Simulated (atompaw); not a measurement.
## Pseudopotential generation for lithium: PAW (atompaw), PBE, non-relativistic.

atompaw 4.2.0.5 input, output lines left out:

```
Li 3
GGA-PBE loggrid 1500 logderivrange -2 5 176
2 2 0 0 0 0
2 0 1
2 1 0
0 0 0
c
v
v
2
3.00 2.25 2.80 2.55
y
1.25
n
y
2.25
n
y
0.25
n
custom polynom2 7 10 vanderbiltortho gaussian
bessel
3.00
3.00
3.00
3.00
3.00
```

All-electron outer shells of the reference configuration (PBE, non-relativistic, ld1.x):

```
shell  level (eV)  outermost node (bohr)  outermost maximum (bohr)
   2s       -2.87                   0.83                      3.12
   2p       -1.09                      –                      3.81
```

Q: Does the generator finish with these settings?

A: Yes, a potential is produced.

Q: Estimate the cutoffs (Ry, on a coarse ladder) from which the occupation-weighted sum of valence levels, in a spherical-Bessel basis at the reference potential, stays within 10 and 1 mRy of its value at 400 Ry.

A: 6 Ry and 6 Ry.

Q: What does a ghost test show?

A: No extra level below or beside the all-electron valence levels (s, p, d, f tested).

Q: Is the overlap operator S = 1 + Σ q|β⟩⟨β| positive definite (Bessel basis up to 400 Ry)?

A: Yes: its lowest eigenvalue is 0.82 (s channel).
